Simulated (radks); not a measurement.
Question: All-electron atom: Mo16+ in [Ar] 3d8. Calculated with a radial shooting solver on a logarithmic mesh with Libxc functionals: Dirac Kohn-Sham, exchange-only PBE, spin-unpolarised, spherical densities, finite nucleus; open shells fill j = l - 1/2 first; Fermi nuclear charge, rms radius 4.4091 fm. Some entries of the table are withheld. Estimate them.

orbital  occ.  eigenvalue (hartree)  <r^2> (bohr^2)
1s1/2       2             -744.3829        0.001668
2s1/2       2             -118.7730         0.02768
2p1/2       2             -110.6142             (1)
2p3/2       4             -106.6837             (2)
3s1/2       2             -32.12048          0.1983
3p1/2       2             -29.02590             (3)
3p3/2       4             -28.32628             (4)
3d3/2       4                   (5)             (6)
3d5/2       4                   (7)             (8)

Answer: 
(1) 2p1/2 <r^2> (bohr^2): 0.02089
(2) 2p3/2 <r^2> (bohr^2): 0.02224
(3) 3p1/2 <r^2> (bohr^2): 0.1932
(4) 3p3/2 <r^2> (bohr^2): 0.2019
(5) 3d3/2 eigenvalue (hartree): -22.94919
(6) 3d3/2 <r^2> (bohr^2): 0.1773
(7) 3d5/2 eigenvalue (hartree): -22.81009
(8) 3d5/2 <r^2> (bohr^2): 0.1797
